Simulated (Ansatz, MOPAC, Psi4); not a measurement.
Species: CHS2, net charge 1, singlet state. SMILES: S=C=[SH+]
Geometry: optimised at B3LYP-D3(BJ)/def2-TZVP (Ansatz, a program for electronic structure).

Property: vertical electron affinity to the doublet, in eV. Conventions: spin-orbit terms left out; 6-311+G** with 5d, 6d on Na to Ar in Ansatz; dispersion terms only where a functional's name holds one; six Cartesian d functions in 6-31G* and its kin unless marked 5d; open shells spin-unrestricted; non-relativistic; frozen cores in correlated levels; each state is the SCF solution reached for its charge and spin. Ab initio and DFT rows: single points at B3LYP-D3(BJ) geometries (Ansatz). Semi-empirical rows: differences of heats of formation at the shared geometry for vertical values. Sets without +, aug- or the D of def2-TZVPD hold no diffuse functions, which anions need. The Hartree-Fock reference of S=C=[SH+] is unstable towards a lower, spin-broken solution.

| level | program | vertical electron affinity to the doublet (eV) |
|---|---|---|
| MNDO | MOPAC | 8.19 |
| HF/6-31G* | Ansatz | 6.69 |
| PBE/6-31G* | Ansatz | 6.76 |
| PBE/6-311+G** | Ansatz | 6.85 |
| B3LYP/STO-3G | Ansatz | 3.72 |
| B3LYP/6-31G* | Ansatz | 6.90 |
| B3LYP/6-311+G** | Ansatz | 6.98 |
| wB97X-D/6-31G* | Psi4 | 6.97 |
| MP2/6-31G* | Ansatz | 6.04 |
| B3LYP/def2-TZVPD | Ansatz | 7.05 |
| PBE0/def2-TZVPD | Ansatz | 7.08 |
| wB97M-V/def2-TZVPD | Ansatz | 6.91 |

No value to compare with is used here. The 9 habitual levels span 3.72 (B3LYP/STO-3G) to 8.19 eV (MNDO); wB97M-V/def2-TZVPD gives 6.91.

The levels are drawn from those run, B3LYP/6-31G* more often than the rest, none by its result; left out are runs that failed, that the program found above a lower state of the same kind, or whose <S^2> lies over 0.5 above the pure value.
